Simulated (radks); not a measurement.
Problem. All-electron calculation, scalar-relativistic Kohn-Sham, LDA (Slater exchange, Perdew-Wang correlation), spin-polarised, spherical densities, finite nucleus; open shells are filled with parallel spins first; Fermi nuclear charge, rms radius of each element as measured or else 0.836 A^(1/3) + 0.57 fm. Program: a radial shooting solver on a logarithmic mesh with Libxc functionals. Response by self-consistent Sternheimer equations with the Hartree and adiabatic LDA kernel, the relativistic mass of each level held fixed and spin-orbit coupling left out. For heavy and open-shell atoms this level of theory can miss by tens of per cent. Rank Cr4+, Ca, V3+, Sc+, Co7+, Ni8+, Fe6+, Mn5+, Ti2+ (NIST ground configurations) by static dipole polarisability, largest first.

Solution. Ca 146.5, Sc+ 52.78, Ti2+ 5.271, V3+ 2.304, Cr4+ 1.372, Mn5+ 0.9293, Fe6+ 0.6738, Co7+ 0.5100, Ni8+ 0.3979 bohr^3.
